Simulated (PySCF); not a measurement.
C₄H₉FSi. Atoms are numbered in the order given.

```xyz
15

C     -1.2402     0.5096     1.5451
Si    -0.9006    -0.5044     0.0000
C     -1.2402     0.5096    -1.5451
C      0.8834    -1.1042     0.0000
C      1.9303    -0.2851     0.0000
F      1.7888     1.0463     0.0000
H     -2.2798     0.8726     1.5606
H     -1.0702    -0.0859     2.4550
H     -0.5685     1.3813     1.5771
H     -1.7660    -1.7276     0.0000
H     -0.5685     1.3813    -1.5771
H     -2.2798     0.8726    -1.5606
H     -1.0702    -0.0859    -2.4550
H      1.1254    -2.1717     0.0000
H      2.9881    -0.5708     0.0000
```

Geometry: PBE0-D3(BJ)/def2-SVP. The structure was generated by enumeration; whether it is a known compound was not checked. One conformer was computed; it need not be the lowest.

Method: CAM-B3LYP/def2-TZVP in PySCF.

Gas-phase values at a fixed geometry.

The total energy is -547.17992 hartree and the point group comes out as Cs. The highest occupied level comes out as -8.88 eV and the lowest empty level is 0.80 eV. The orbital gap is 9.68 eV, the dipole moment is 0.80 D and the quadrupole, principal values (traceless, Buckingham form, about the centre of nuclear charge) comes out as -4.65, -2.07, 6.72 D·Å. The mean static polarisability is 73.5 bohr³ (10.89 Å³) and the polarisability, principal values comes out as 67.9, 70.2, 82.3 bohr³.
